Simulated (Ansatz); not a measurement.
`[F][Ga]([F])[O][SiH3]` + `O[SiH3]` → `[OH][Ga]([F])[F]` + `[SiH3]O[SiH3]` at 298.15 K and 1 bar (redistribution).

Gas-phase electronic energies from Ansatz, PBE0-D4/def2-TZVP geometries. CBS: MP2 limit from def2 TZ/QZ plus the TZ coupled-cluster correction, frozen cores. For Ga outer-core shells are correlated without core-valence functions, which leaves a few kJ/mol of doubt a bond. Scalar relativity is left out up to krypton. Each species was taken in one conformer, which may not be the lowest.

```tsv
species	CCSD(T)/CBS energy (Eh)	H − E (kJ/mol)	S (J/(mol·K))
`[F][Ga]([F])[O][SiH3]`	-2489.72997	111.4	388.2
`O[SiH3]`	-366.69042	113.6	257.8
`[OH][Ga]([F])[F]`	-2199.41346	63.3	313.3
`[SiH3]O[SiH3]`	-657.01000	162.2	331.8
```

H − E and S are ideal-gas, rigid-rotor, harmonic terms from PBE0-D4/def2-TZVP, for one conformer and one mirror image of each species. 1 Eh = 2625.50 kJ/mol, R = 8.31446 J/(mol·K).

Problem. By hand: ΔE, ΔH, ΔS and ΔG.

Solution. ΔE = (-2199.41346) + (-657.01000) − (-2489.72997) − (-366.69042) = -0.00307 Eh = -8.1 kJ/mol. Δ(H − E) = 63.3 + 162.2 − 111.4 − 113.6 = 0.5, so ΔH = -7.6 kJ/mol. ΔS = 313.3 + 331.8 − 388.2 − 257.8 = -0.9 J/(mol·K). ΔG = -7.6 − 298.15 × (-0.9)/1000 = -7.3 kJ/mol.

Problem. By hand: the equilibrium constant, and the temperature at which ΔG would vanish if ΔH and ΔS stayed fixed.

Solution. log₁₀ K = −ΔG/(RT ln 10) = 1.3. ΔG = 0 at ΔH/ΔS = 8444 K, far beyond where these terms or the molecules hold.

The number of gas molecules stays the same, so ΔS is small and ΔH decides. A doubt of 5 kJ/mol in ΔE shifts log₁₀ K by 0.9 here. Other conformers and mirror images would add mixing entropy, several J/(mol·K) or more a flexible species. Modes under 60 cm⁻¹, often nearly free rotors, make the harmonic entropy too high. These are equilibria of isolated gas molecules and say nothing of rates. Largest T1 diagnostic: 0.015 (customary marks: 0.02 for closed shells, 0.045 for open ones).
